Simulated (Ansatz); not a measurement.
Geometry optimisation, UKS PBE0/def2-SVP (Ansatz).

input.yaml

```yaml
crystal:
  periodic: [false, false, false]
  atoms:
    - { symbol: S, position_ang: [-1.2724, 1.4234, -0.3534] }
    - { symbol: P, position_ang: [0.6777, 0.8702, -0.6733] }
    - { symbol: "N", position_ang: [0.8082, 0.0709, 0.712] }
    - { symbol: Si, position_ang: [0.5127, -1.4711, 0.4611] }
    - { symbol: H, position_ang: [-1.3715, 2.4027, -1.3367] }
    - { symbol: H, position_ang: [0.2946, 0.5092, 1.4696] }
    - { symbol: H, position_ang: [1.3904, -2.1852, -0.4488] }
    - { symbol: H, position_ang: [1.69498, -0.36663, 1.03415] }
magnetization:
  spin_polarized: true
basis:
  gaussian: { orbitals: def2-SVP }
hamiltonian:
  xc: pbe0
relax:
  f_tol: 0.02
  max_steps: 50
```

Run as:

```bash
$ ansatz run input.yaml --threads 2 --pin off --max-ram 3072MiB --backend cpu --events-out ev --progress --plain --runs-dir out
```

Q: Where does it end, and by what steps?

A: The forces met the threshold. After 12 steps the energy has fallen by 5.452 eV; H5 moved furthest, 0.62 Å. The start is strongly strained (largest force component 10 eV/Å), so its close contacts needn't be bonds. Parted: Si4–H8.

```json
{"step": "0", "energy less start (eV)": "0.0000", "largest force component (eV/Å)": "10.086", "accepted": "yes"}
{"step": "1", "energy less start (eV)": "-2.6593", "largest force component (eV/Å)": "5.611", "accepted": "yes"}
{"step": "2", "energy less start (eV)": "-4.1504", "largest force component (eV/Å)": "2.682", "accepted": "yes"}
{"step": "3", "energy less start (eV)": "-4.9973", "largest force component (eV/Å)": "1.199", "accepted": "yes"}
{"step": "4", "energy less start (eV)": "-5.2684", "largest force component (eV/Å)": "1.019", "accepted": "yes"}
{"step": "5", "energy less start (eV)": "-5.3798", "largest force component (eV/Å)": "1.330", "accepted": "yes"}
{"step": "6", "energy less start (eV)": "-5.4238", "largest force component (eV/Å)": "0.314", "accepted": "yes"}
{"step": "7", "energy less start (eV)": "-5.4458", "largest force component (eV/Å)": "0.197", "accepted": "yes"}
{"step": "8", "energy less start (eV)": "-5.4498", "largest force component (eV/Å)": "0.158", "accepted": "yes"}
{"step": "9", "energy less start (eV)": "-5.4506", "largest force component (eV/Å)": "0.069", "accepted": "yes"}
{"step": "10", "energy less start (eV)": "-5.4514", "largest force component (eV/Å)": "0.054", "accepted": "yes"}
{"step": "11", "energy less start (eV)": "-5.4518", "largest force component (eV/Å)": "0.028", "accepted": "yes"}
{"step": "12", "energy less start (eV)": "-5.4519", "largest force component (eV/Å)": "0.014", "accepted": "yes"}
```

```xyz
8
Properties=species:S:1:pos:R:3
S -1.429 1.264 -0.639
P 0.468 0.361 -0.935
N 0.901 0.041 0.852
Si 0.111 -1.634 0.169
H -1.038 2.547 -0.838
H 0.329 0.585 1.499
H 1.504 -2.042 -0.325
H 1.890 0.133 1.083
```

The run took 55 s on 2 threads of Arm Neoverse V1, with other jobs on the host, peak memory 0.28 GiB.
